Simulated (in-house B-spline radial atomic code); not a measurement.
# Two electrons outside the [Ar] 3d10 4s2 core: Ru XIII (Ru12+)

Computed with a B-spline radial code for spherical atoms: configuration interaction (CI) of the two valence electrons in the field of the frozen Dirac-Fock core, alone and with many-body perturbation theory for the core (screened one- and two-electron correlation potentials), Breit and QED terms; no-pair Dirac Hamiltonian, finite nucleus. Labels give the configuration (outer n counted up each series) and the leading LS term, or the jj pair where no LS term holds 70 %.

The outer s² shell of this core is soft: its mixing with p² is only treated to second order, so levels can be several per cent off.

Excitation energies (cm⁻¹):

```
         level  purity of the LS term  CI alone  CI + MBPT + Breit + QED  Landé g of the LS mixture
       4p2 3P0                  0.876         0                        0                          -
       4p2 3P1                  0.999         ?                        ?                          ?
4p2 (1/2,3/2)2               0.6 (3P)         ?                        ?                          ?
4p2 (3/2,3/2)2               0.6 (1D)     76030                    73003                       1.20
       4p2 1S0                  0.876    107447                   107742                          -
```

**Question.** Where does 4p2 3P1 lie?

**Answer.** 26422 cm⁻¹ in CI alone and 25965 cm⁻¹ with all corrections; g = 1.50.

**Question.** Where does 4p2 (1/2,3/2)2 lie?

**Answer.** 38481 cm⁻¹ in CI alone and 36654 cm⁻¹ with all corrections; g = 1.30.

**Question.** What is the first ionisation energy?

**Answer.** 272.6 eV to the 4p1/2 state of the next ion (271.34 eV from CI alone). NIST lists 271 ± 3 eV (tabulated theory).
